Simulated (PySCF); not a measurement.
H$_{18}$N$_{6}$Ru (SMILES [NH3]->[Ru+2](<-[NH3])(<-[NH3])(<-[NH3])(<-[NH3])<-[NH3]), charge +2, singlet, geometry from GFN2-xTB (such geometries of metal compounds can be far from the true shape) (all electrons, no relativity), with bond 23-22 at 1.6 times its length; CAMB3LYP/3-21G in PySCF.

The PySCF input:
```python
from pyscf import gto, scf, dft

mol = gto.M(
    atom='''
Ru    0.00462943   -0.00058800    0.00335853
N     0.99043295   -1.37579064    1.39118793
H     0.65167097   -1.30386002    2.35215141
H     1.99637442   -1.20150207    1.43826666
H     0.88591805   -2.35759997    1.12877292
N    -1.15937766   -1.66259676   -0.81600610
H    -1.52854599   -2.26180887   -0.07499407
H    -0.61620294   -2.27339559   -1.42881025
H    -1.97020342   -1.36568477   -1.36167262
N    -1.60354128    0.36394079    1.44214700
H    -1.65054812   -0.32984214    2.19032519
H    -2.52018849    0.34676213    0.99061613
H    -1.53358137    1.27212561    1.90469547
N     1.57453148   -0.37018856   -1.47538449
H     1.18305053   -0.51694466   -2.40793179
H     2.13485743   -1.19947319   -1.27046645
H     2.23775448    0.40066246   -1.57169737
N     1.15615391    1.64318823    0.87544948
H     1.14935063    1.60402973    1.89665205
H     0.79538583    2.56574974    0.62570318
H     2.14109705    1.64373319    0.60489045
N    -0.93109016    1.39783727   -1.39551201
H    -1.69197134    0.66776204   -2.64413105
H    -0.24068151    2.02159525   -1.81826909
H    -1.62738963    2.00308744   -0.95674193
''',
    basis='3-21g',
    charge=2,
    verbose=4,
)

mf = dft.RKS(mol)
mf.xc = 'camb3lyp'
mf.DIIS = scf.EDIIS
mf.kernel()
mf.analyze()
```

### Question
Predict the main parts of the log of this PySCF run.

### Answer

```
PySCF version 2.14.0

[INPUT] verbose = 4
[INPUT] num. atoms = 25
[INPUT] num. electrons = 102
[INPUT] charge = 2
[INPUT] spin (= nelec alpha-beta = 2S) = 0
[INPUT] symmetry False subgroup None
[INPUT] Mole.unit = angstrom
[INPUT] Symbol           X                Y                Z      unit          X                Y                Z       unit  Magmom
[...]
nuclear repulsion = 894.819191648332
number of shells = 80
number of NR pGTOs = 225
number of NR cGTOs = 126
basis = 3-21g
ecp = {}

******** <class 'pyscf.dft.rks.RKS'> ********
method = RKS
initial guess = minao
damping factor = 0
level_shift factor = 0
DIIS = <class 'pyscf.scf.diis.EDIIS'>
diis_start_cycle = 1
diis_space = 8
diis_damp = 0
SCF conv_tol = 1e-09
SCF conv_tol_grad = None
SCF max_cycles = 50
direct_scf = True
direct_scf_tol = 1e-13
XC library pyscf.dft.libxc version 7.1.2
    S. Lehtola, C. Steigemann, M. J. T. Oliveira, and M. A. L. Marques,  SoftwareX 7, 1–5 (2018)
XC functionals = camb3lyp
    T. Yanai, D. P. Tew, and N. C. Handy,  Chem. Phys. Lett. 393, 51 (2004)
radial grids:
    Treutler-Ahlrichs [JCP 102, 346 (1995); DOI:10.1063/1.469408] (M4) radial grids

becke partition: Becke, JCP 88, 2547 (1988); DOI:10.1063/1.454033
pruning grids: <function nwchem_prune>
grids dens level: 3
symmetrized grids: False
atomic radii adjust function: <function treutler_atomic_radii_adjust>
small_rho_cutoff = 0
Set gradient conv threshold to 3.16228e-05
Initial guess from minao.
tot grids = 282136
init E= -4752.60691338559
[...]
cycle= 1 E= -4758.80545369403  delta_E= -6.2  |g|= 1.88  |ddm|= 4.69
[...]
cycle= 2 E= -4752.06636709564  delta_E= 6.74  |g|= 4.44  |ddm|=  5.3
[...]
cycle= 3 E= -4752.53425914083  delta_E= -0.468  |g|= 4.44  |ddm|= 8.37
[...]
cycle= 4 E= -4759.87264832904  delta_E= -7.34  |g|= 0.576  |ddm|= 7.03
[...]
cycle= 5 E= -4759.87264832388  delta_E= 5.17e-09  |g|= 0.576  |ddm|= 5.71e-08
[...]
cycle= 6 E= -4759.8726483295  delta_E= -5.63e-09  |g|= 0.576  |ddm|= 6.22e-08
[...]
cycle= 7 E= -4759.87264832908  delta_E= 4.25e-10  |g|= 0.576  |ddm|= 4.73e-09
[...]
cycle= 8 E= -4759.87264832665  delta_E= 2.43e-09  |g|= 0.576  |ddm|= 2.69e-08
[...]
cycle= 9 E= -4759.8726483292  delta_E= -2.54e-09  |g|= 0.576  |ddm|= 2.8e-08
[...]
cycle= 10 E= -4759.87264832904  delta_E= 1.59e-10  |g|= 0.576  |ddm|= 1.51e-09
[...]
cycle= 11 E= -4752.38124544756  delta_E= 7.49  |g|= 4.25  |ddm|= 3.77
[...]
cycle= 12 E= -4748.08042621265  delta_E=  4.3  |g|= 4.26  |ddm|= 9.96
[...]
[...]
[...]
cycle= 40 E= -4753.25268693791  delta_E= -18.2  |g|= 4.56  |ddm|= 18.3
[...]
cycle= 41 E= -4753.25268693637  delta_E= 1.54e-09  |g|= 4.56  |ddm|= 1.91e-09
[...]
cycle= 42 E= -4753.25268693852  delta_E= -2.15e-09  |g|= 4.56  |ddm|= 2.66e-09
[...]
cycle= 43 E= -4753.25268693778  delta_E= 7.4e-10  |g|= 4.56  |ddm|= 9.12e-10
[...]
cycle= 44 E= -4753.25268693796  delta_E= -1.72e-10  |g|= 4.56  |ddm|= 2.17e-10
[...]
cycle= 45 E= -4753.25268693698  delta_E= 9.78e-10  |g|= 4.56  |ddm|= 1.25e-09
[...]
cycle= 46 E= -4753.25268693783  delta_E= -8.54e-10  |g|= 4.56  |ddm|= 1.08e-09
[...]
cycle= 47 E= -4737.9248895786  delta_E= 15.3  |g|= 4.62  |ddm|=  8.4
[...]
cycle= 48 E= -4719.84814236765  delta_E= 18.1  |g|= 10.3  |ddm|=   24
[...]
cycle= 49 E= -4747.5752563185  delta_E= -27.7  |g|= 5.91  |ddm|= 22.9
[...]
cycle= 50 E= -4749.17265126481  delta_E= -1.6  |g|= 5.47  |ddm|= 1.27
SCF not converged.
SCF energy = -4749.17265126481
**** SCF Summaries ****
Total Energy =                       -4749.172651264808337
Nuclear Repulsion Energy =             894.819191648331639
One-electron Energy =                -8454.125865543601321
Two-electron Energy =                 2810.134022630461004
Two-electron Coulomb Energy =         2991.972138331931092
DFT Exchange-Correlation Energy =     -181.838115701470059
HOMO-LUMO gap [eV] =                     0.678113620219758
**** MO energy ****
[...]
 ** Mulliken pop on meta-lowdin orthogonal AOs  **
 ** Mulliken pop  **
 ** Mulliken atomic charges  **
charge of    0Ru =     -3.28897
charge of    1N =     -1.61557
charge of    2H =      0.55205
charge of    3H =      0.54763
charge of    4H =      0.41075
charge of    5N =     -0.94031
charge of    6H =      0.33671
charge of    7H =      0.32337
charge of    8H =      0.39034
charge of    9N =      0.98518
charge of   10H =      0.13527
charge of   11H =      0.20512
charge of   12H =      0.21317
charge of   13N =     -0.78739
charge of   14H =      0.32039
charge of   15H =      0.28339
charge of   16H =      0.34932
charge of   17N =      2.36243
charge of   18H =      0.16956
charge of   19H =      0.80093
charge of   20H =      0.24557
charge of   21N =     -2.05385
charge of   22H =      0.88381
charge of   23H =      0.57981
charge of   24H =      0.59132

WARN: System has nonzero charge 2; the dipole moment is origin-dependent.
Location of origin: [0. 0. 0.]

Dipole moment(X, Y, Z, Debye):  4.47753, 33.65439, 16.52288
```

The run did not converge; its last values are not results.
